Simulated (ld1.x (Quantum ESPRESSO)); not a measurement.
**N, TM: configuration errors across variants**

| Item | Value |
| --- | --- |
| Element | N (Z = 7) |
| Generator | ld1.x (Quantum ESPRESSO) 7.5 |
| Type | norm-conserving Troullier–Martins (Kleinman–Bylander form) |
| Functional | LDA (PZ) |
| Relativity | scalar-relativistic |
| Frozen core | [He] |
| Valence charge | 5 |
| Reference configuration | 2s1.75 2p3.25 |
| Partial waves | 2s (bound): rc 0.70 bohr; 3d channel at 0.2 Ry: rc 1.20 bohr; 2p (bound): rc 1.40 bohr |
| Local potential | the p channel |
| Core correction | a·sin(br)/r model core, default radius (core density twice the valence density) |

All-electron excitation energies from the reference (eV): (1) 2s2 2p3 -2.797; (2) 2s2 2p2 10.935; (3) 2s2 2p1 39.905; (4) 2s2 2p3.3 -4.462; (5) 2s2 2p2.5 2.370; (6) 2s0 2p5 19.656; (7) 2s1 2p3 22.388; (8) 2s1.75 2p3.25 spin -2.957; (9) 2s2 2p3 spin -5.689.

Spin tests fill each open shell by Hund’s rule, majority spin first.

The default core radius of the base comes out at 0.41 bohr.

Errors AE − PS in meV (a dash: test not solved or not reliable):

| change | (1) | (2) | (3) | (4) | (5) | (6) | (7) | (8) | (9) | bound ghosts |
| --- | --- | --- | --- | --- | --- | --- | --- | --- | --- | --- |
| base | +0.7 | +7.9 | +77 | -0.2 | +2.4 | +36 | -10 | +71 | +65 | none |
| core correction none | +0.9 | +12 | +112 | -0.1 | +3.5 | +46 | -9.3 | +280 | +276 | none |
| core correction a·sin(br)/r model core inside 0.32 bohr | +0.7 | +7.9 | +77 | -0.2 | +2.4 | +36 | -10 | +67 | +61 | none |
| core correction a·sin(br)/r model core inside 0.36 bohr | +0.7 | +7.9 | +77 | -0.2 | +2.4 | +36 | -10 | +68 | +62 | none |
| core correction a·sin(br)/r model core inside 0.50 bohr | +0.7 | +8.3 | +80 | -0.2 | +2.5 | +37 | -10 | +89 | +83 | none |
| core correction a·sin(br)/r model core inside 0.56 bohr | +0.7 | +8.7 | +84 | -0.2 | +2.6 | +38 | -10 | +113 | +107 | none |
| core correction a·sin(br)/r model core inside 0.64 bohr | +0.8 | +9.6 | +91 | -0.2 | +2.9 | +40 | -9.9 | +153 | +148 | none |
| core correction a·sin(br)/r model core inside 0.74 bohr | +0.8 | +11 | +100 | -0.2 | +3.1 | +43 | -9.7 | +208 | +204 | none |

**Question.** Give the same row for: core correction a·sin(br)/r model core inside 0.82 bohr.

**Answer.** +0.9, +11, +105, -0.2, +3.3, +44, -9.6, +239, +235; bound ghosts: none.
